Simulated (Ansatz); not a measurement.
```yaml
crystal:
  periodic: [false, false, false]
  atoms:
    - {symbol: Al, position_ang: [-1.598814, 0.569713, 0.822693]}
    - {symbol: C, position_ang: [-0.590117, -1.183438, 0.832935]}
    - {symbol: Si, position_ang: [1.084044, -1.008790, 0.045446]}
    - {symbol: Ge, position_ang: [0.635938, 0.769250, -1.426943]}
    - {symbol: H, position_ang: [-2.719814, 0.699004, 0.372029]}
    - {symbol: H, position_ang: [-0.861699, 1.884790, 1.602926]}
    - {symbol: H, position_ang: [-0.832893, -1.765017, 0.301507]}
    - {symbol: H, position_ang: [-0.336324, -1.681119, 1.802040]}
    - {symbol: H, position_ang: [2.152733, -1.817361, -0.544022]}
    - {symbol: H, position_ang: [2.168601, -0.451506, 1.249314]}
    - {symbol: H, position_ang: [0.417061, 0.318472, -2.972394]}
    - {symbol: H, position_ang: [1.504379, 2.049860, -1.627740]}
    - {symbol: H, position_ang: [-0.992260, 1.090335, -0.746194]}
basis:
  gaussian: {orbitals: aug-cc-pVDZ}
total_charge: -2
hamiltonian: {xc: {name: PBE-QIDH}}
output: {forces: true}
```

```sh
$ ansatz run in.yaml --threads 4 --pin off --events-out ev --progress --plain --max-ram 10444MiB
```

Output, abridged:

```
Functional definition: PBE-QIDH
1950 factors; integrals over basis functions are off by at most 7.2e-4 eV
mean field evaluation 1: about -72125.6171 eV, gradient 3.1e1 eV
mean field evaluation 2: about -72125.8248 eV, gradient 3.1e1 eV
mean field evaluation 4: about -72130.5690 eV, gradient 9.0e0 eV
mean field evaluation 8: about -72131.1250 eV, gradient 1.5e0 eV
mean field evaluation 16: about -72131.2060 eV, gradient 1.6e-1 eV
mean field evaluation 32: about -72131.2257 eV, gradient 6.2e-3 eV
mean field evaluation 96: about -72131.2257 eV, gradient 4.1e-2 eV
mean field evaluation 128: about -72131.2251 eV, gradient 1.0e-1 eV
a density is far from that of the atoms, so the factors are made again for it
1976 factors; integrals over basis functions are off by at most 7.2e-4 eV
mean field evaluation 160: about -72131.2252 eV, gradient 4.4e-2 eV
mean field evaluation 192: about -72131.2257 eV, gradient 1.7e-5 eV
mean field -72131.22570084 eV, -2650.7736522052 hartree, gradient 3.5e-6 eV, S^2 0.000000; 9 other end points of the search recorded, 0 dependent functions left out; unrestricted orbitals would lower it
20 core orbitals not correlated: weight in the atoms' cores, before any rotation towards them, 1.000 or more for the frozen orbitals, at most 0.000 for the correlated occupied ones
reference -72131.22571396 eV, -2650.7736526873 hartree; 18, 18 occupied and 156, 156 virtual orbitals, 1976 factors
second order -16.14562327 eV of doubles, -0.00000000 eV of singles
Total energy: -72136.60758838 eV, -2650.9714329244 hartree
Atom 0 at    -1.598814     0.569713     0.822693 Å, force    10.432037    -0.602920     4.792654 eV/Å
Atom 1 at    -0.590117    -1.183438     0.832935 Å, force     7.414420    13.789097    14.129390 eV/Å
Atom 2 at     1.084044    -1.008790     0.045446 Å, force     2.843990     2.760800     2.498094 eV/Å
Atom 3 at     0.635938     0.769250    -1.426943 Å, force    -0.397884     0.106717    -1.363729 eV/Å
Atom 4 at    -2.719814     0.699004     0.372029 Å, force   -10.327961     0.989833    -3.905381 eV/Å
Atom 5 at    -0.861699     1.884790     1.602926 Å, force    -0.357114    -0.762707    -0.144582 eV/Å
Atom 6 at    -0.832893    -1.765017     0.301507 Å, force    -8.105058   -15.529355   -13.633542 eV/Å
Atom 7 at    -0.336324    -1.681119     1.802040 Å, force    -0.546484     0.471032    -0.469497 eV/Å
Atom 8 at     2.152733    -1.817361    -0.544022 Å, force    -0.186480    -1.159814    -0.610419 eV/Å
Atom 9 at     2.168601    -0.451506     1.249314 Å, force    -1.484138    -0.423082    -1.404584 eV/Å
Atom 10 at     0.417061     0.318472    -2.972394 Å, force    -0.027217     0.173340     0.853094 eV/Å
Atom 11 at     1.504379     2.049860    -1.627740 Å, force    -0.471784    -0.167697     0.388897 eV/Å
Atom 12 at    -0.992260     1.090335    -0.746194 Å, force     1.213673     0.354756    -1.130394 eV/Å
Dipole moment:     2.076758    -0.130248    -1.804248 e Å
```

(1) Something in this input is off. What?

Answers

(1) The charge is far from anything that the molecule holds. The run converged. The result belongs to that input, not to the molecule as meant.
